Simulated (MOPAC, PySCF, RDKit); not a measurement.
Positional isomers: propene chloro+silyl. All species are isolated molecules in the gas phase. One relaxed conformer stands for each flexible species; it need not be the lowest. Strings in code marks are SMILES.

Quantity: electronic energy of isomers of C3H7ClSi relative to `C/C(Cl)=C/[SiH3]`, in kcal/mol. Semi-empirical values (MOPAC) are differences of heats of formation. Force-field values (RDKit) are differences of steric energies, which aren't made for comparing isomers with other bonds.

Level 1: CAM-B3LYP-D3(BJ)/def2-TZVP (PySCF)
Level 2: frozen-core MP2/6-31G* // CAM-B3LYP-D3(BJ)/def2-TZVP (PySCF)
Level 3: AM1 // CAM-B3LYP-D3(BJ)/def2-TZVP (MOPAC)
Level 4: UFF, relaxed from the DFT geometry (RDKit)

| species | level 2 | level 3 | level 4 |
|---|---|---|---|
| `C=C(Cl)C[SiH3]` (Cl–C–C–Si torsion 74°) | 3.49 | 2.78 | -3.27 |
| `C/C=C(/[SiH3])Cl` | 1.59 | 0.48 | -1.46 |
| `C/C(Cl)=C\[SiH3]` | 0.89 | 0.33 | 1.11 |
| `[SiH3]C/C=C\Cl` (Si–C–C–C torsion 96°) | 4.05 | 0.37 | -1.84 |
| `[SiH3]C/C=C/Cl` (Si–C–C–C torsion 109°) | 5.09 | 0.27 | -3.46 |
| `C/C([SiH3])=C\Cl` | 1.76 | 0.51 | 1.18 |
| `C/C=C(\[SiH3])Cl` | 4.51 | 2.33 | 1.12 |
| `C/C([SiH3])=C/Cl` | 3.52 | 2.26 | 0.07 |

Task: What does level 1 give for each, and how far do the other levels lie from it on average?

Result: 
- `C=C(Cl)C[SiH3]` (Cl–C–C–Si torsion 74°): 2.69
- `C/C=C(/[SiH3])Cl`: 1.20
- `C/C(Cl)=C\[SiH3]`: 0.77
- `[SiH3]C/C=C\Cl` (Si–C–C–C torsion 96°): 2.94
- `[SiH3]C/C=C/Cl` (Si–C–C–C torsion 109°): 4.39
- `C/C([SiH3])=C\Cl`: 1.92
- `C/C=C(\[SiH3])Cl`: 3.99
- `C/C([SiH3])=C/Cl`: 3.56
Mean absolute difference from level 1, which has limits of its own, over these rows (drawn at random from the members that have all these levels): level 2 0.48 kcal/mol, level 3 1.54 kcal/mol, level 4 3.59 kcal/mol.
